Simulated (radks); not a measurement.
Problem. All-electron atom: I2+ in [Kr] 4d10 5s2 5p2.5 5d0.5 (fractional occupations, a model configuration). All-electron calculation, Dirac Kohn-Sham, PBEsol, spin-unpolarised, spherical densities, finite nucleus; open shells are shared between the two j in proportion to 2j + 1; Fermi nuclear charge, rms radius 4.75 fm. Program: a radial shooting solver on a logarithmic mesh with Libxc functionals. Some entries of the table are withheld. Estimate them.

| orbital | occ. | eigenvalue (eV) | <r^2> (bohr^2) | r(max) (bohr) |
|---|---|---|---|---|
| 1s1/2 | 2 | -32964.19 | 0.001005 | 0.01754 |
| 2s1/2 | 2 | (1) | 0.01614 | 0.09929 |
| 2p1/2 | 2 | -4797.066 | 0.01193 | (2) |
| 2p3/2 | 4 | -4498.553 | 0.01322 | (3) |
| 3s1/2 | 2 | -1048.856 | 0.1128 | 0.2860 |
| 3p1/2 | 2 | -919.2194 | 0.1075 | 0.2723 |
| 3p3/2 | 4 | -863.0497 | 0.1156 | 0.2831 |
| 3d3/2 | 4 | (4) | 0.09728 | 0.2299 |
| 3d5/2 | 6 | (5) | 0.09963 | 0.2330 |
| 4s1/2 | 2 | -202.0793 | 0.6187 | 0.6807 |
| 4p1/2 | 2 | -156.8139 | 0.6801 | 0.6985 |
| 4p3/2 | 4 | -145.8265 | 0.7306 | 0.7229 |
| 4d3/2 | 4 | (6) | 0.9717 | (7) |
| 4d5/2 | 6 | (8) | 0.9958 | (9) |
| 5s1/2 | 2 | -37.1224 | 3.900 | 1.666 |
| 5p1/2 | 0.833333 | -26.3726 | 5.132 | 1.871 |
| 5p3/2 | 1.66667 | -25.0330 | 5.511 | 1.942 |
| 5d3/2 | 0.2 | -11.6722 | 11.89 | 2.718 |
| 5d5/2 | 0.3 | -11.5509 | 12.12 | 2.747 |
| 6s1/2 | 0 | -11.3613 | 20.92 | 4.016 |
| 4f5/2 | 0 | -5.7380 | 20.80 | 3.258 |
| 4f7/2 | 0 | -5.7248 | 20.99 | 3.284 |

Solution. 
(1) 2s1/2 eigenvalue (eV): -5110.409
(2) 2p1/2 r(max) (bohr): 0.07614
(3) 2p3/2 r(max) (bohr): 0.08094
(4) 3d3/2 eigenvalue (eV): -634.3530
(5) 3d5/2 eigenvalue (eV): -622.5364
(6) 4d3/2 eigenvalue (eV): -72.9926
(7) 4d3/2 r(max) (bohr): 0.7731
(8) 4d5/2 eigenvalue (eV): -71.2658
(9) 4d5/2 r(max) (bohr): 0.7817
